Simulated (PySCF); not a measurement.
## Mayer bond orders and bond lengths

Species: C4H6O5.
Atom-mapped SMILES: `[O:1]=[C:2]([OH:3])[CH:4]1[O:5][CH2:6][O:7][CH2:8][O:9]1` (hydrogens: H10 on O3; H11 on C4; H12, H13 on C6; H14, H15 on C8)

Structure used (GFN2-xTB), in Å, numbered top down from 1:
```
atom  x, y, z in Å
O1     1.7902   -0.1808    1.2673
C2     1.5620   -0.1269    0.0914
O3     2.3345    0.5063   -0.7837
C4     0.3622   -0.7956   -0.6201
O5    -0.4612   -1.4853    0.2730
C6    -1.2512   -0.6141    1.0451
O7    -1.9806    0.2731    0.2423
C8    -1.1141    0.9864   -0.5862
O9    -0.3470    0.1349   -1.3972
H10    3.0974    0.9172   -0.3412
H11    0.7621   -1.5409   -1.3191
H12   -0.6189   -0.0523    1.7550
H13   -1.9694   -1.2370    1.5794
H14   -1.7226    1.5956   -1.2558
H15   -0.4477    1.6274    0.0278
```

Bond orders from the PBE0/pcSseg-1 density (PySCF). One conformer (not necessarily the lowest) at the GFN2-xTB geometry, without solvent, vibrations or thermal averaging.

(1) How far do the computed orders between heavy atoms stray from the drawn ones?

(2) Set the Mayer orders of the bonds between heavy atoms beside their lengths.

Results:

(1) The largest departure is 0.151, at C2–O3 (drawn single, 1.151). Drawn single, order above 1.12: C2–O3 (1.151). Drawn single, order below 0.88: C2–C4 (0.876).

(2) 
```tsv
bond	drawn as	length (Å)	Mayer order
O1–C2	double	1.199	1.971
C2–O3	single	1.328	1.151
C2–C4	single	1.547	0.876
C4–O5	single	1.397	0.995
O5–C6	single	1.407	0.933
C6–O7	single	1.401	0.955
O7–C8	single	1.395	0.976
C8–O9	single	1.404	0.946
O9–C4	single	1.404	0.968
```

By pair of heavy elements: C–O: lowest O5–C6 (0.933, 1.407 Å), highest O1–C2 (1.971, 1.199 Å).

And the bonds to hydrogen?

H–O: 0.92 (1 bond); C–H: 0.93 to 0.96 (5 bonds).

Sum the orders of all bonds at each heavy atom with more than one neighbour and set the sums beside the valence in the SMILES.

C2 3.998 (drawn 4), O3 2.071 (drawn 2), C4 3.765 (drawn 4), O5 1.928 (drawn 2), C6 3.775 (drawn 4), O7 1.931 (drawn 2), C8 3.807 (drawn 4), O9 1.914 (drawn 2). Orders between atoms that aren't bonded are not in these sums.

For a closed shell the Mayer order of atoms A and B is Σ (PS)μν (PS)νμ over the basis functions μ on A and ν on B, with P the density and S the overlap matrix.
